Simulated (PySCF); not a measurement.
# Ionisation energy of Ce⁴³⁺ by level of theory

Ce⁴³⁺ [Ne] 3s2 3p3 (4S) → Ce⁴⁴⁺ [Ne] 3s2 3p2 (3P), as a difference of total energies. All numbers are calculated (PySCF 2.14, the spin-free X2C one-electron Hamiltonian (Gaussian nucleus), in an uncontracted even-tempered set (18 s from 8.8 bohr⁻², ratio 2.5; 12 p from 11 bohr⁻², ratio 2.5; 4 d from 46 bohr⁻², ratio 2.7; 4 f from 69 bohr⁻², ratio 2.7)). Correlated levels: outer shells: 1s2 frozen; virtual orbitals above 40 to 60 times the deepest correlated orbital energy dropped. The calculations carry no spin-orbit coupling.

```tsv
method	ionisation energy (eV)
UHF	3415.0
LDA	3415.2
PBE	3415.9
PBE0	3416.0
r2SCAN	3417.0
B97-3	3415.7
BHandHLYP	3416.2
MP2 (outer shells)	3415.6
SCS-MP2 (outer shells)	3415.3
```

Spin-orbit coupling is strong in these open shells (close to jj coupling). The scalar numbers leave it out and a first-order estimate fails, so it can dominate the gap to the real levels.

The ground level that NIST lists for one species does not belong to the high-spin term computed here, so part of any gap is the choice of state.

Breit and QED terms and the two-electron picture change are absent.

For comparison: 3366 ± 4 eV (theoretical estimate listed by NIST; NIST Atomic Spectra Database, ionization energies).
